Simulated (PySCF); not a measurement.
**Arsenic: highly charged ions in a basis for the neutral atom**

As²³⁺ [Ne], As²⁴⁺ [He] 2s2 2p5. Computed with PySCF 2.14 in x2c-SVPall, with scalar relativity by spin-free X2C-1e. No spin-orbit coupling, so a gap to NIST mixes the basis error with missing relativistic terms.

Changed run: basis of the neutral atom used for a highly charged ion. This setting is unsound on purpose.

```
species  method  sound run (hartree)  changed run (hartree)  converged
  As²³⁺     UHF              not run            -1927.33960        yes
  As²³⁺   M06-L              not run            -1927.89157        yes
  As²³⁺    TPSS              not run            -1927.77489        yes
  As²⁴⁺     UHF              not run            -1840.14922        yes
  As²⁴⁺   M06-L              not run            -1840.65136        yes
  As²⁴⁺    TPSS              not run            -1840.60953        yes
```

Ionisation energy of As²³⁺:

```csv
method,changed run (eV),NIST (eV)
UHF,2372.6,2356.9 ± 1.4
M06-L,2373.9,2356.9 ± 1.4
TPSS,2371.9,2356.9 ± 1.4
```

The contracted functions were made for the neutral atom and can be too rigid for a highly charged ion.
